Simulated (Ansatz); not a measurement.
`O=C=N[SiH](Cl)Cl` + H₂ → `Cl[SiH2]Cl` + `N=C=O` at 500 K and 1 bar (hydrogenolysis of the Si–N bond).

Calculated with Ansatz (gas phase, PBE0-D4/def2-TZVP geometries, no zero-point term in ΔE). CBS: MP2 limit from def2 TZ/QZ plus the TZ coupled-cluster correction, frozen cores. This one scheme is used for every species. One conformer a species, not always the lowest.

```tsv
species	CCSD(T)/CBS energy (Eh)	H − E (kJ/mol)	S (J/(mol·K))
`O=C=N[SiH](Cl)Cl`	-1377.30646	113.5	429.3
H₂	-1.17544	41.0	145.5
`Cl[SiH2]Cl`	-1209.93203	81.5	323.4
`N=C=O`	-168.51995	77.7	264.2
```

H − E and S are ideal-gas, rigid-rotor, harmonic terms from PBE0-D4/def2-TZVP, for one conformer and one mirror image of each species. For small species the MP2-based limit differs from directly extrapolated CCSD(T) by up to some mEh (0.8 for H₂); such offsets cancel only in part. 1 Eh = 2625.50 kJ/mol, R = 8.31446 J/(mol·K).

Problem. By hand: ΔE, ΔH, ΔS and ΔG.

Solution. ΔE = (-1209.93203) + (-168.51995) − (-1377.30646) − (-1.17544) = 0.02992 Eh = 78.6 kJ/mol. Δ(H − E) = 81.5 + 77.7 − 113.5 − 41.0 = 4.7, so ΔH = 83.3 kJ/mol. ΔS = 323.4 + 264.2 − 429.3 − 145.5 = 12.8 J/(mol·K). ΔG = 83.3 − 500 × (12.8)/1000 = 76.9 kJ/mol.

Problem. By hand: the equilibrium constant, and the temperature at which ΔG would vanish if ΔH and ΔS stayed fixed.

Solution. log₁₀ K = −ΔG/(RT ln 10) = -8.0. ΔG = 0 at ΔH/ΔS = 6508 K, far beyond where these terms or the molecules hold.

The number of gas molecules stays the same, so ΔS is small and ΔH decides. A doubt of 5 kJ/mol in ΔE shifts log₁₀ K by 0.5 here. Other conformers and mirror images would add mixing entropy, several J/(mol·K) or more a flexible species. Modes under 60 cm⁻¹, often nearly free rotors, make the harmonic entropy too high. These are equilibria of isolated gas molecules and say nothing of rates. Largest T1 diagnostic: 0.018 (customary marks: 0.02 for closed shells, 0.045 for open ones).
